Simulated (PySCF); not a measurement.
Cl$_{3}$Sc, singlet, geometry from GFN2-xTB (such geometries of metal compounds can be far from the true shape); PBE/6-31G (PySCF).

PySCF was given this input:
```python
from pyscf import gto, scf, dft, solvent

mol = gto.Mole()
mol.atom = '''
    Sc   -0.123798   -0.331485   -0.207640
    Cl    2.103257   -0.252316   -0.517389
    Cl   -0.723728   -0.726160    1.924566
    Cl   -1.226602    1.387957   -1.150681
'''
mol.basis = '6-31g'
mol.charge = 0
mol.spin = 0
mol.verbose = 4
mol.build()

mf = dft.RKS(mol)
mf.xc = 'pbe'
mf.kernel()
mf.analyze()
```

It wrote (shortened):

```
PySCF version 2.14.0

[INPUT] verbose = 4
[INPUT] num. atoms = 4
[INPUT] num. electrons = 72
[INPUT] charge = 0
[INPUT] spin (= nelec alpha-beta = 2S) = 0
[INPUT] symmetry False subgroup None
[INPUT] Mole.unit = angstrom
[INPUT] Symbol           X                Y                Z      unit          X                Y                Z       unit  Magmom
[...]
nuclear repulsion = 373.741048101424
number of shells = 32
number of NR pGTOs = 228
number of NR cGTOs = 66
basis = 6-31g
ecp = {}

******** <class 'pyscf.dft.rks.RKS'> ********
method = RKS
initial guess = minao
damping factor = 0
level_shift factor = 0
DIIS = <class 'pyscf.scf.diis.CDIIS'>
diis_start_cycle = 1
diis_space = 8
diis_damp = 0
SCF conv_tol = 1e-09
SCF conv_tol_grad = None
SCF max_cycles = 50
direct_scf = True
direct_scf_tol = 1e-13
XC library pyscf.dft.libxc version 7.1.2
    S. Lehtola, C. Steigemann, M. J. T. Oliveira, and M. A. L. Marques,  SoftwareX 7, 1–5 (2018)
XC functionals = pbe
    J. P. Perdew, K. Burke, and M. Ernzerhof,  Phys. Rev. Lett. 77, 3865 (1996)
    J. P. Perdew, K. Burke, and M. Ernzerhof,  Phys. Rev. Lett. 78, 1396 (1997)
    J. P. Perdew, K. Burke, and M. Ernzerhof,  Phys. Rev. Lett. 77, 3865 (1996)
    J. P. Perdew, K. Burke, and M. Ernzerhof,  Phys. Rev. Lett. 78, 1396 (1997)
radial grids:
    Treutler-Ahlrichs [JCP 102, 346 (1995); DOI:10.1063/1.469408] (M4) radial grids

becke partition: Becke, JCP 88, 2547 (1988); DOI:10.1063/1.454033
pruning grids: <function nwchem_prune>
grids dens level: 3
symmetrized grids: False
atomic radii adjust function: <function treutler_atomic_radii_adjust>
small_rho_cutoff = 0
Set gradient conv threshold to 3.16228e-05
Initial guess from minao.
tot grids = 77280
init E= -2140.75431687898
[...]
cycle= 1 E= -2136.39995606517  delta_E= 4.35  |g|= 4.85  |ddm|= 3.93
[...]
cycle= 2 E= -2116.62884189762  delta_E= 19.8  |g|= 4.92  |ddm|= 13.9
[...]
cycle= 3 E= -2113.15216051953  delta_E= 3.48  |g|= 7.57  |ddm|= 14.7
[...]
cycle= 4 E= -2116.00330658024  delta_E= -2.85  |g|= 7.56  |ddm|= 1.44
[...]
cycle= 5 E= -2120.84036913562  delta_E= -4.84  |g|= 7.66  |ddm|= 1.93
[...]
cycle= 6 E= -2119.85549843086  delta_E= 0.985  |g|= 7.71  |ddm|= 0.89
[...]
cycle= 7 E= -2120.86613479506  delta_E= -1.01  |g|= 7.81  |ddm|= 1.29
[...]
cycle= 8 E= -2119.01677199163  delta_E= 1.85  |g|= 7.87  |ddm|= 1.48
[...]
cycle= 9 E= -2119.91374863208  delta_E= -0.897  |g|=  7.9  |ddm|= 0.409
[...]
[...]
[...]
cycle= 29 E= -2072.29104027109  delta_E= 34.7  |g|= 4.25  |ddm|= 40.8
[...]
cycle= 30 E= -2090.60932443625  delta_E= -18.3  |g|= 7.09  |ddm|= 41.6
[...]
cycle= 31 E= -2090.3308804284  delta_E= 0.278  |g|= 7.04  |ddm|= 1.27
[...]
cycle= 32 E= -2089.13394529574  delta_E=  1.2  |g|= 6.67  |ddm|= 1.11
[...]
cycle= 33 E= -2101.64298364369  delta_E= -12.5  |g|= 8.23  |ddm|= 6.01
[...]
cycle= 34 E= -2102.74743235452  delta_E= -1.1  |g|= 8.21  |ddm|= 0.719
[...]
cycle= 35 E= -2099.67106420321  delta_E= 3.08  |g|= 8.29  |ddm|= 1.58
[...]
cycle= 36 E= -2100.79352131821  delta_E= -1.12  |g|= 8.12  |ddm|= 1.12
[...]
cycle= 37 E= -2102.7716422943  delta_E= -1.98  |g|= 8.15  |ddm|= 0.909
[...]
cycle= 38 E= -2072.1216098611  delta_E= 30.7  |g|= 4.37  |ddm|= 42.1
[...]
cycle= 39 E= -2102.28932387198  delta_E= -30.2  |g|=  8.2  |ddm|= 42.1
[...]
cycle= 40 E= -2097.11900724456  delta_E= 5.17  |g|= 8.27  |ddm|=  2.7
[...]
cycle= 41 E= -2088.60448934881  delta_E= 8.51  |g|= 6.54  |ddm|=  5.7
[...]
cycle= 42 E= -2096.39496417866  delta_E= -7.79  |g|= 8.15  |ddm|= 5.75
[...]
cycle= 43 E= -2105.05624089774  delta_E= -8.66  |g|= 8.13  |ddm|=  3.8
[...]
cycle= 44 E= -2106.1478823115  delta_E= -1.09  |g|= 8.05  |ddm|= 0.741
[...]
cycle= 45 E= -2104.76236025003  delta_E= 1.39  |g|= 8.09  |ddm|= 0.589
[...]
cycle= 46 E= -2104.75991094471  delta_E= 0.00245  |g|= 8.07  |ddm|= 0.109
[...]
cycle= 47 E= -2072.1175050076  delta_E= 32.6  |g|= 4.35  |ddm|= 42.9
[...]
cycle= 48 E= -2104.33400167771  delta_E= -32.2  |g|= 8.09  |ddm|= 42.9
[...]
cycle= 49 E= -2090.73492694155  delta_E= 13.6  |g|= 7.17  |ddm|= 5.43
[...]
cycle= 50 E= -2089.23730620779  delta_E=  1.5  |g|= 6.72  |ddm|= 1.47
SCF not converged.
SCF energy = -2089.23730620779
**** SCF Summaries ****
Total Energy =                       -2089.237306207794063
Nuclear Repulsion Energy =             373.741048101424155
One-electron Energy =                -3774.840975561671257
Two-electron Energy =                 1311.862621252453209
Two-electron Coulomb Energy =         1440.167827938938672
DFT Exchange-Correlation Energy =     -128.305206686485548
HOMO-LUMO gap [eV] =                     1.560849503844764
**** MO energy ****
[...]
 ** Mulliken pop on meta-lowdin orthogonal AOs  **
 ** Mulliken pop  **
 ** Mulliken atomic charges  **
charge of    0Sc =    -10.57228
charge of    1Cl =     -2.86371
charge of    2Cl =      6.72085
charge of    3Cl =      6.71514
Dipole moment(X, Y, Z, Debye): -97.56205, 45.21614, 47.05281
```

Convergence was not reached.
